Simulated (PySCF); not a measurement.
PySCF input for AlCl₂HSe, SMILES [Cl][Al]([SeH])[Cl], IEF-PCM-PBE0/def2-SVP. Coordinates come from a B3LYP-D3(BJ)/def2-SVP optimisation. The structure was generated by enumeration; whether it is a known compound was not checked. Other conformers were not sampled.

```python
import numpy as np
from pyscf import gto, scf, dft
from pyscf.solvent import pcm

mol = gto.M(
    atom='''
    Al   -0.00022835    0.54470906    0.00000000
    Cl    1.81946365    1.58226820   -0.00000000
    Cl   -1.80197691    1.61723946    0.00000000
    Se    0.03375782   -1.75466046    0.00000000
    H    -1.44207196   -1.81439249   -0.00000001
    ''',
    basis='def2-SVP',
    charge=0,
    spin=0,
    max_memory=1600,
    verbose=3,
)
mf = dft.RKS(mol, xc='pbe0').density_fit(auxbasis='def2-universal-jkfit')
mf.grids.level = 3
mf.conv_tol = 1e-9
mf.max_cycle = 100
mf.kernel()
res = {}
for name, eps in {'water': 78.355, '1-octanol': 9.8629, 'diethylether': 4.24}.items():
    s = mf.PCM()
    s.with_solvent.method, s.with_solvent.eps, s.with_solvent.lebedev_order = 'IEF-PCM', eps, 29
    s.kernel(mf.make_rdm1())
    res[name] = (s.e_tot, eps, s.dip_moment(), s.mo_energy, s.converged)
    print(f'{name}: electrostatic solvation free energy {(s.e_tot - mf.e_tot) * 627.509474:.3f} kcal/mol')
```

Program output:

```
converged SCF energy = -3563.81586990075

WARN: PCM is an experimental feature. It is still in testing.
Features and APIs may be changed in the future.

converged SCF energy = -3563.82450024359
Dipole moment(X, Y, Z, Debye): -1.05231, -1.04874, -0.00000
water: electrostatic solvation free energy -5.416 kcal/mol

WARN: PCM is an experimental feature. It is still in testing.
Features and APIs may be changed in the future.

converged SCF energy = -3563.82321353941
Dipole moment(X, Y, Z, Debye): -0.99573, -1.04466, -0.00000
1-octanol: electrostatic solvation free energy -4.608 kcal/mol

WARN: PCM is an experimental feature. It is still in testing.
Features and APIs may be changed in the future.

converged SCF energy = -3563.82156049001
Dipole moment(X, Y, Z, Debye): -0.92738, -1.03371, -0.00000
diethylether: electrostatic solvation free energy -3.571 kcal/mol
```

The calculation finished and met its thresholds.
